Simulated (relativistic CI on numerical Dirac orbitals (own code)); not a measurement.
Pr⁴⁺ (4f) in a crystal field

Calculated by Dirac-Coulomb-Breit CI, KLI orbitals optimised for each configuration, model QED (radiative potential, 1s self-energy scaled to tabulated hydrogen-like ionisation energies), one configuration in a parametric crystal field, unscaled Slater integrals (own radial code).

Field parameters in Wybourne normalisation. The field is a parameter set, without covalency.

S and J are read from ⟨S²⟩ = S(S + 1) and ⟨J²⟩ = J(J + 1) of each level; they are not fictitious spins.

D3h, B20 = 1610, B40 = 20, B60 = -150, B66 = -290 cm⁻¹, the lowest 7 levels:

```tsv
E (cm⁻¹)	Degeneracy	S	J
0.0	2	0.50	2.50
553	2	0.50	2.50
842	2	0.50	2.50
2850	2	0.50	3.50
3306	2	0.50	3.50
3636	2	0.50	3.50
3759	2	0.50	3.50
```

Principal g values of the ground doublet: 0.07, 0.07, 4.20.

C2v, B20 = -40, B22 = 300, B40 = -1020, B42 = 270, B44 = -180, B60 = -450, B62 = 320, B64 = 200, B66 = 270 cm⁻¹, the lowest 7 levels:

| E (cm⁻¹) | Degeneracy | S | J |
| --- | --- | --- | --- |
| 0.0 | 2 | 0.50 | 2.51 |
| 146 | 2 | 0.50 | 2.50 |
| 366 | 2 | 0.50 | 2.50 |
| 2849 | 2 | 0.50 | 3.50 |
| 3031 | 2 | 0.50 | 3.50 |
| 3247 | 2 | 0.50 | 3.50 |
| 3251 | 2 | 0.50 | 3.50 |

Principal g values of the ground doublet: 0.74, 0.88, 3.86.

The next free-ion level lies 2909 cm⁻¹ above the lowest; the field splits the ground level into components whose J stays near 5/2 as long as their spread is small against that gap.

Levels of this model without a field, named by their leading LS term: ²F°5/2 0, ²F°7/2 2909 cm⁻¹.
